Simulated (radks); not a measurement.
Results of a calculation; reference values are marked as such.
Problem. Mean orbital radii <r> (bohr) of the bismuth ion Bi+, [Hg] 6p2, of relativity; Dirac values are averaged over j with weights 2j + 1. Spin-unpolarised spherical Kohn-Sham, PBEsol, point nucleus unless stated (finite: rms radius 5.5211 fm), a radial shooting solver on a logarithmic mesh with Libxc functionals. A level marked "c x" has the speed of light scaled by that factor and shares open shells by 2j + 1; other Dirac levels either fill j = l - 1/2 first or share by 2j + 1.

| shell | non-rel. |
|---|---|
| 3s | 0.1926 |
| 3p | 0.1832 |
| 3d | 0.1595 |
| 4s | 0.4200 |
| 4p | 0.4222 |
| 4d | 0.4254 |
| 4f | 0.4319 |
| 5s | 0.9251 |
| 5p | 0.9887 |
| 5d | 1.211 |
| 6s | 2.379 |
| 6p | 2.854 |

Give the values at the level "Dirac, c x 5".

Solution. 
shell  Dirac, c x 5  change of magnitude (%)
3s           0.1918                    -0.41
3p           0.1828                    -0.22
3d           0.1594                    -0.05
4s           0.4184                    -0.38
4p           0.4214                    -0.19
4d           0.4252                    -0.03
4f           0.4322                    +0.08
5s           0.9216                    -0.37
5p           0.9870                    -0.17
5d            1.211                    +0.06
6s            2.370                    -0.38
6p            2.851                    -0.10
